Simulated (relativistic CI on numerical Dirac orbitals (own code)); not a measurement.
**Slater and spin-orbit integrals, Ni XXIII**

Computed by Dirac-Coulomb-Breit CI, orbitals from a KLI potential per configuration, model QED (radiative potential, 1s self-energy scaled to tabulated hydrogen-like ionisation energies), unscaled Slater integrals (own radial code, finite nucleus).

Slater integrals F^k, G^k are unscaled and averaged over j, outside the closed core 1s2; ζ comes from projecting the Hamiltonian with its Breit term on Σ l·s of the shell.

- 2s2.2p2: F^2(2p,2p) = 484990, ζ(2p) = 107330 cm⁻¹; <r>(2p) = 0.1968, <r^2>(2p) = 0.04684 (bohr units).
- 2s.2p3: F^2(2p,2p) = 483770, G^1(2s,2p) = 519360, ζ(2p) = 106360 cm⁻¹; <r>(2s) = 0.2287, <r^2>(2s) = 0.0613, <r>(2p) = 0.1973, <r^2>(2p) = 0.04708 (bohr units).
- 2p4: F^2(2p,2p) = 481880, ζ(2p) = 105420 cm⁻¹; <r>(2p) = 0.198, <r^2>(2p) = 0.04743 (bohr units).

Averages of the first 10 configurations, taken without configuration mixing, which lowers the lowest level and can move excited configurations by several eV; other configurations of the list can lie among them:

| Configuration | Parity | States | Average energy above the lowest level (eV) |
| --- | --- | --- | --- |
| 2s2.2p2 | even | 15 | 29.9 |
| 2s.2p3 | odd | 40 | 128.7 |
| 2p4 | even | 15 | 248.3 |
| 2p3.3s | odd | 40 | 1340.9 |
| 2p3.3p | even | 120 | 1369.7 |
| 2p3.3d | odd | 200 | 1399.3 |
| 2s2.2p.3s | odd | 12 | 1150.4 |
| 2s2.2p.3p | even | 36 | 1182.2 |
| 2s2.2p.3d | odd | 60 | 1212.1 |
| 2s.2p2.3s | even | 60 | 1235.1 |
